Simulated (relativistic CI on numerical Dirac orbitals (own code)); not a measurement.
# I³⁵⁺: sensitivity of the levels to the model

Base calculation: Dirac-Coulomb-Breit CI, separate exchange-only KLI orbitals for each configuration, model QED, unscaled Slater integrals.

Configurations in the expansion (outside the closed core [Ne]): 3s2 3p6, 3s2 3p5 3d, 3s 3p6 3d, 3s2 3p5 4s, 3s2 3p5 4p, 3s2 3p5 4d, 3s 3p6 4s, 3p6 3d 4p, 3s2 3p5 4f, 3s 3p6 4p, 3s 3p6 4d, 3s 3p6 4f, 3s2 3p5 5s, 3s2 3p5 5p, 3s2 3p5 5d, 3s2 3p5 5f, 3s2 3p5 5g, 3s 3p6 5s, 3s 3p6 5p, 3s 3p6 5d, 3s 3p6 5f, 3p6 3d2, 3p5 3d3, 3p5 3d2 4s, 3p5 3d2 4p, 3p5 3d2 4d, 3p6 3d 4s, 3p5 3d 4s2, 3p5 3d 4s 4p, 3p5 3d 4s 4d, 3p6 4s2, 3p5 4s2 4p, 3p5 4s2 4d. Double excitations out of closed p, d and f shells are left out; levels of such configurations are missing from the list, as are those of other unlisted configurations, and high levels can miss mixing partners. These lack a partner that the ground configuration has and come out too high: 3s2 3p5 4f, 3s2 3p5 5s, 3s2 3p5 5p, 3s2 3p5 5d, 3s2 3p5 5f.

Variants: (1) configuration mixing switched off. Shifts of the energy above 3s2 3p6 1S_0, in eV, for the lowest level and the first level of each name with at least 55 % of one term (blank where a level changes its place among those of its configuration and J or its character, or is not in the variant):

| Level | Base | Δ(1) |
| --- | --- | --- |
| 3s2 3p6 1S_0 | 0.000 | 0.000 |
| 3s2 3p5 3d 3P°_0 | 152.624 | -0.084 |
| 3s2 3p5 3d 3P°_1 | 157.959 | -0.085 |
| 3s2 3p5 3d 3F°_3 | 163.235 | +0.019 |
| 3s2 3p5 3d 3F°_4 | 174.021 | +0.080 |
| 3s2 3p5 3d 3D°_3 | 185.441 | -0.086 |
| 3s2 3p5 3d 3D°_1 | 201.272 | -0.082 |
| 3s2 3p5 3d 3F°_2 | 231.262 | +0.025 |
| 3s2 3p5 3d 1P°_1 | 263.495 | -0.045 |
| 3s 3p6 3d 3D_1 | 364.251 | +0.049 |
| 3s 3p6 3d 3D_2 | 367.472 | +0.054 |
| 3s 3p6 3d 3D_3 | 379.833 | +0.045 |
| 3s 3p6 3d 1D_2 | 390.534 | +0.117 |
| 3p6 3d2 3F_2 | 739.566 | -0.335 |

At this charge energies of transitions that change n are usually good to better than 1 %, and those within a shell (Δn = 0) to a few per cent.

Ionisation energy from the two ground configurations alone: base 2430.64 eV. The NIST ASD value (theoretical) is 2431 eV.

LS names give the leading component of a level, which can be under half, so a name can repeat, a term be missing and a line seem to break the LS rules.
